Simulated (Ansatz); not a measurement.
thiourea (CH4N2S), SMILES NC(N)=S.

Coordinates come from a B3LYP-D3(BJ)/def2-SVP optimisation. One conformer was computed; it need not be the lowest.

Two levels are set side by side: PBE/def2-SVPD (Ansatz, an electronic-structure program) and CAM-B3LYP/def2-SVPD (Ansatz). Energy differences of separate SCF runs at the same geometry; the states with an electron removed or added have multiplicity 2 and 2. Differences are taken from unrounded values.

```json
[
 {"quantity": "vertical ionisation energy (eV)", "PBE": "8.37"},
 {"quantity": "vertical singlet–triplet gap (eV)", "PBE": "3.82"}
]
```

**Question.** These are the PBE values. What does CAM-B3LYP give? (Estimate from the structure and the level; the computed values follow.)

**Answer.** 
```json
[
 {"quantity": "vertical ionisation energy (eV)", "CAM-B3LYP": "8.42", "PBE minus CAM-B3LYP": "-0.05"},
 {"quantity": "vertical singlet–triplet gap (eV)", "CAM-B3LYP": "3.70", "PBE minus CAM-B3LYP": "0.12"}
]
```
